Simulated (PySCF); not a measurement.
UHF on Ar²⁺ (argon, charge +2)

Configuration: [Ne] 3s2 3p3 3d1, high-spin 5D determinant (an excited configuration). Computed with PySCF 2.14 in x2c-TZVPPall with one added diffuse shell each of s, p, d type (6s6p4d1f, 51 functions), with the spin-free X2C one-electron Hamiltonian (Gaussian nucleus).

| Item | Value |
| --- | --- |
| Total energy | -526.477518 hartree |
| One-electron energy | -709.8929 hartree |
| Hartree (Coulomb) energy | 213.0536 hartree |
| Exchange energy | -29.6382 hartree |
| ⟨S²⟩ | 6.0013 |
| ⟨L²⟩ | 6.019 |
| Sum of ⟨r⟩ | 12.10 bohr |
| Sum of ⟨r²⟩ | 17.04 bohr² |
| Traceless quadrupole moment −½Σ⟨3z² − r²⟩ along its main axis | 1.18 e·bohr² |
| Langevin diamagnetic susceptibility | -13.5 ×10⁻⁶ cm³/mol |

```json
{"shell": "1s α", "electrons": "1", "mean orbital energy (eV)": "-3276.2", "spread (eV)": "0", "rms radius, mean of both spins (bohr)": "0.0991"}
{"shell": "1s β", "electrons": "1", "mean orbital energy (eV)": "-3274.7", "spread (eV)": "0", "rms radius, mean of both spins (bohr)": "0.0991"}
{"shell": "2s α", "electrons": "1", "mean orbital energy (eV)": "-371.17", "spread (eV)": "0", "rms radius, mean of both spins (bohr)": "0.445"}
{"shell": "2s β", "electrons": "1", "mean orbital energy (eV)": "-369.70", "spread (eV)": "0", "rms radius, mean of both spins (bohr)": "0.445"}
{"shell": "2p α", "electrons": "3", "mean orbital energy (eV)": "-294.57", "spread (eV)": "0.094", "rms radius, mean of both spins (bohr)": "0.416"}
{"shell": "2p β", "electrons": "3", "mean orbital energy (eV)": "-291.98", "spread (eV)": "0.355", "rms radius, mean of both spins (bohr)": "0.416"}
{"shell": "3s α", "electrons": "1", "mean orbital energy (eV)": "-66.991", "spread (eV)": "0", "rms radius, mean of both spins (bohr)": "1.43"}
{"shell": "3s β", "electrons": "1", "mean orbital energy (eV)": "-53.611", "spread (eV)": "0", "rms radius, mean of both spins (bohr)": "1.43"}
{"shell": "3p α", "electrons": "3", "mean orbital energy (eV)": "-46.834", "spread (eV)": "0.905", "rms radius, mean of both spins (bohr)": "1.56"}
{"shell": "3d α", "electrons": "1", "mean orbital energy (eV)": "-22.640", "spread (eV)": "0", "rms radius, mean of both spins (bohr)": "2.06"}
```

The outer electron is Rydberg-like, and this basis confines it to a smaller radius and binds it less than a complete one would.

Densities and radii are taken from the X2C orbitals without a picture-change correction, which distorts them close to the nucleus.

Spin-orbit constants ζ (cm⁻¹) from the X2C one-electron operator on these orbitals: bare nucleus, nucleus screened by l(l+1)(2l+1)/3 electrons, and screened by the Breit-Pauli mean field of the electrons.

```json
{"shell": "2p", "bare": "13160", "screened nucleus": "11700", "mean field": "11030"}
{"shell": "3p", "bare": "1289", "screened nucleus": "1146", "mean field": "1073"}
{"shell": "3d", "bare": "70.58", "screened nucleus": "31.37", "mean field": "23.45"}
```

To first order the Landé constant is A = 5.861 cm⁻¹, so the lowest level has J = 0 and lies 0.00436 eV below the centre of the term. This holds in LS coupling only.
